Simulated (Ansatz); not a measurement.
`FBO[SiH2][SiH3]` and `B[SiH2]OBF` differ in one atom or group.

Ansatz, PBE0-D4/def2-TZVP geometries, multiplicity 1. Each molecule was computed in one conformer, which needn't be the lowest.

```csv
property,`FBO[SiH2][SiH3]`
LUMO energy (PBE0/def2-TZVPP) / eV,-0.39
LUMO energy (B3LYP/def2-TZVPP) / eV,-0.55
size of the dipole moment (B3LYP/def2-TZVPP) / D,0.76
HOMO–LUMO gap (ωB97M-V/def2-TZVPP) / eV,11.68
HOMO energy (PBE0/def2-TZVPP) / eV,-8.24
HOMO energy (PBE/def2-TZVPP) / eV,-7.06
```

(1) Give the same properties after the change, and the shifts. (Estimate.)

Answers

(1) The calculation gave: 
| property | `B[SiH2]OBF` | shift |
| --- | --- | --- |
| LUMO energy (PBE0/def2-TZVPP) / eV | -2.73 | -2.34 |
| LUMO energy (B3LYP/def2-TZVPP) / eV | -2.94 | -2.39 |
| size of the dipole moment (B3LYP/def2-TZVPP) / D | 2.03 | 1.27 |
| HOMO–LUMO gap (ωB97M-V/def2-TZVPP) / eV | 9.93 | -1.75 |
| HOMO energy (PBE0/def2-TZVPP) / eV | -8.50 | -0.26 |
| HOMO energy (PBE/def2-TZVPP) / eV | -7.24 | -0.18 |

With PBE0 the HOMO falls by 0.26 eV and the LUMO falls by 2.34 eV, so the gap narrows by about 2.08 eV. PBE moves the HOMO by -0.18 eV and ωB97M-V by -0.38 eV. Dipoles are sizes alone; their direction can turn.

B3LYP here is the variant with VWN-RPA as its local correlation; programs differ in this.
